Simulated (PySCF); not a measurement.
Isomers of C8H11 (doublet state), from PBE0-D3(BJ)/def2-SVP geometry optimisation, gas phase in PySCF. One conformer each, no zero-point energy, no frequencies.

Problem. Which is lower in electronic energy at this level?
A. `CC1=C[C@@H]2C[CH][C@H]1C2` [radical]: A = 3692, B = 1998, C = 1868 MHz, dipole 0.41 D
B. `[CH3:1][CH2:2][C:3]1=[CH:4][CH2:5][C:6]=[CH:7][CH2:8]1` (doublet state) with C1–C2–C3–C4 -112°: A = 4096, B = 1461, C = 1174 MHz, dipole 1.19 D

Solution. A. That is `CC1=C[C@@H]2C[CH][C@H]1C2` [radical], 17.2 kcal/mol below the other.

```json
{"SMILES": "CC1=C[C@@H]2C[CH][C@H]1C2", "mapped SMILES": "[CH3:1][C:2]1=[CH:3][C@@H:4]2[CH2:5][CH:6][C@H:7]1[CH2:8]2", "E (Eh)": "-310.81025", "relative (kcal/mol)": "0.0", "relative (kJ/mol)": "0.0", "dipole (D)": "0.41", "⟨S²⟩": "0.756"}
{"SMILES": "CCC1=CC[C]=CC1", "mapped SMILES": "[CH3:1][CH2:2][C:3]1=[CH:4][CH2:5][C:6]=[CH:7][CH2:8]1", "E (Eh)": "-310.78291", "relative (kcal/mol)": "17.2", "relative (kJ/mol)": "71.8", "dipole (D)": "1.19", "⟨S²⟩": "0.765"}
```
